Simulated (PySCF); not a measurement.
Estimate the missing entries of this data sheet.

1-isocyanato-1-silacyclopent-3-ene, C5H7NOSi.
Cartesian coordinates in Å at the GFN2-xTB level; atoms count from 1:
```xyz
15
C5H7NOSi angstrom
O      4.0488   -0.2243   -0.1531
C      3.0201    0.0341    0.3064
N      2.0111    0.3278    0.8607
Si     0.2951    0.5099    0.9616
C     -0.4563    1.2673   -0.6196
C     -1.2638    0.1477   -1.2120
C     -1.3460   -0.9988   -0.5590
C     -0.6258   -1.1463    0.7509
H      0.1099    1.2323    2.2140
H     -1.1054    2.1206   -0.4171
H      0.2911    1.6147   -1.3353
H     -1.7578    0.3168   -2.1581
H     -1.9130   -1.8405   -0.9296
H     -1.3464   -1.3386    1.5471
H      0.0341   -2.0148    0.7214
```

```json
{"property": "rotational constants A, B, C of the GFN2-xTB geometry", "level": "GFN2-xTB", "value": "?"}
{"property": "dipole moment", "level": "PBE0/pcSseg-1", "value": "?"}
{"property": "HOMO energy", "level": "PBE0/pcSseg-1", "value": "?"}
{"property": "LUMO energy", "level": "PBE0/pcSseg-1", "value": "?"}
{"property": "13C chemical shifts (computed TMS as zero) by class", "level": "GIAO PBE0/pcSseg-1", "value": "137.7 (C6/C7), 129.8 (C2), 23.6 (C5/C8) ppm"}
{"property": "1H chemical shifts (computed TMS as zero) by class", "level": "GIAO PBE0/pcSseg-1", "value": "?"}
{"property": "isotropic shieldings of nuclei other than C and H, by class", "level": "GIAO PBE0/pcSseg-1", "value": "223 (N3), 196 (O1), 359 (Si4) ppm"}
```

Gas-phase values; electronic properties from PySCF, density fitting. One conformer (not necessarily the lowest) at the GFN2-xTB geometry, without solvent, vibrations or thermal averaging.

What are the rotational constants A, B, C of the GFN2-xTB geometry?

3.367, 0.997, 0.986 GHz.

What is the HOMO energy?

-7.35 eV.

What is the LUMO energy?

0.48 eV.

The 1H chemical shifts (computed TMS as zero) by class?

6.15 (H12/H13), 5.07 (H9), 1.77 (H10/H14), 1.77 (H11/H15) ppm.

The dipole moment?

2.53 D.

The rotational constants are those of a nearly prolate symmetric top. With B = h/(8π²I), that is 505.379 GHz u Å² over I, the principal moments of inertia are 150.1, 507.1 and 512.8 u Å² (most abundant isotopes). In atomic units the dipole is 1.00 e·bohr (1 au = 2.5417 D).

For the NMR shielding job (PBE0/pcSseg-1), the run took 23 s on Arm Neoverse V1, one thread (shared host).
